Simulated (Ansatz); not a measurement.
Compare A (`OC#C[SiH3]`) with its isomer B (`O[SiH]1C=C1`).

Program: Ansatz. Geometries: PBE0-D4/def2-TZVP. ΔE: electronic, gas phase. CCSD(T)/CBS adds triple-zeta CCSD(T) − MP2 to the extrapolated MP2 energy (def2 sets, frozen cores). Functionals use def2-TZVPP. B3LYP here is the variant with VWN-RPA as its local correlation; programs differ in this. Each species was taken in one conformer, which may not be the lowest.

Task: Which isomer does CCSD(T)/CBS put lower? Give the gap. (An estimate is asked.)

Result: Computed: B, by 161.7 kJ/mol.

Task: Give E(B) − E(A) in kJ/mol with CCSD/def2-TZVPP, CCSD(T)/def2-TZVPP, HF/def2-TZVPP, MP2/def2-TZVPP, ωB97M-V, B3LYP-D4, r2SCAN-D4. (Best estimate.)

Result: Ansatz gave: CCSD/def2-TZVPP -155.1, CCSD(T)/def2-TZVPP -154.9, HF/def2-TZVPP -140.9, MP2/def2-TZVPP -159.4, ωB97M-V -162.7, B3LYP-D4 -145.4, r2SCAN-D4 -160.7. None reverses the order clearly.

Task: Does the order hold for the free energy at 298.15 K (harmonic terms from PBE0-D4)? (An estimate is asked.)

Result: Computed: Yes: G(B) − G(A) = -140.8 kJ/mol, for one conformer each. Modes under 60 cm⁻¹, often nearly free rotors, make the harmonic entropy too high.

Largest T1 diagnostic: 0.013.

At CCSD(T), def2-SVP lies +41.0 kJ/mol from the extrapolated value and def2-TZVPP +6.8 kJ/mol. In def2-TZVPP, CCSD(T) changes the Hartree–Fock value by −14.0 kJ/mol (the triples alone add +0.2 kJ/mol) and MP2 by −18.5 kJ/mol.
